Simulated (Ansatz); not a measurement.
Ansatz (an electronic-structure program) input (B3LYP-D3(BJ)/def2-TZVP):

Ansatz 0.2 input:
```yaml
crystal:
  periodic: [false, false, false]
  atoms:
    - {symbol: B, position_ang: [0.91143888, 0.68753853, 0.37637954]}
    - {symbol: F, position_ang: [1.36786972, 1.38309916, -0.63472188]}
    - {symbol: C, position_ang: [-0.31088555, -0.27835266, 0.09156933]}
    - {symbol: F, position_ang: [-0.78046594, -1.00270251, 1.16649887]}
    - {symbol: H, position_ang: [-0.03710180, -1.01647898, -0.67506054]}
    - {symbol: H, position_ang: [-1.16761837, 0.29941965, -0.28246611]}
basis:
  gaussian:
    orbitals: def2-TZVP
hamiltonian:
  xc: b3lyp
  dispersion: d3bj
magnetization: {spin_polarized: true, initial_magnetization: 1}
relax: {f_tol: 0.002, max_steps: 150}
```

End of the output:

```
integrals: 0.04 GiB planned
749 factors; their error is unknown
mean field: 0.52 GiB planned
mean field -7181.91822543 eV, -263.9306267056 hartree, gradient 2.3e-5 eV, S^2 0.751746; 0 other end points of the search recorded, 0 dependent functions left out
the calculation of the forces begins
reference -7181.91843992 eV, -263.9306345881 hartree; 16, 15 occupied and 120, 121 virtual orbitals, 749 factors
relax step   5: F+E_penalty+E_count = -7182.04411818 eV  Δ(F+E_penalty+E_count) = -2.350e-5 eV  max|allowed force component| = 1.179e-2 eV/Å  Δτ_max = 0.0016 Å  (36 SCF iters, accepted)
these checks for a lower state are left out or cut short: starts, cluster_reference, orbital_swaps, neighbouring_geometries, increment
integrals: 0.04 GiB planned
749 factors; their error is unknown
mean field: 0.52 GiB planned
mean field -7181.91823242 eV, -263.9306269624 hartree, gradient 8.2e-5 eV, S^2 0.751746; 0 other end points of the search recorded, 0 dependent functions left out
the calculation of the forces begins
reference -7181.91844692 eV, -263.9306348451 hartree; 16, 15 occupied and 120, 121 virtual orbitals, 749 factors
relax step   6: F+E_penalty+E_count = -7182.04412442 eV  Δ(F+E_penalty+E_count) = -6.236e-6 eV  max|allowed force component| = 7.637e-4 eV/Å  Δτ_max = 0.0003 Å  (22 SCF iters, accepted)
integrals: 0.04 GiB planned
749 factors; their error is unknown
mean field: 0.52 GiB planned
mean field evaluation 64: about -7181.9182 eV, gradient 9.1e-5 eV
mean field -7181.91823242 eV, -263.9306269624 hartree, gradient 8.2e-5 eV, S^2 0.751746; 1 other end points of the search recorded, 0 dependent functions left out
the calculation of the forces begins
reference -7181.91844692 eV, -263.9306348451 hartree; 16, 15 occupied and 120, 121 virtual orbitals, 749 factors
Total energy: -7182.04433892 eV, -263.9352612907 hartree
Atom 0 at     0.885607     0.671510     0.357055 Å, force     0.000335     0.000465    -0.000572 eV/Å
Atom 1 at     1.397958     1.399404    -0.605032 Å, force    -0.000074    -0.000162     0.000324 eV/Å
Atom 2 at    -0.326480    -0.288209     0.080545 Å, force    -0.000233     0.000004    -0.000764 eV/Å
Atom 3 at    -0.747949    -0.987243     1.207710 Å, force    -0.000391    -0.000532     0.000658 eV/Å
Atom 4 at    -0.050568    -1.015463    -0.694341 Å, force    -0.000104     0.000445     0.000279 eV/Å
Atom 5 at    -1.175331     0.292524    -0.303737 Å, force     0.000467    -0.000220     0.000074 eV/Å
Dipole moment:    -0.048597     0.055900    -0.327124 e Å
```

It need not be the lowest isomer of its formula.
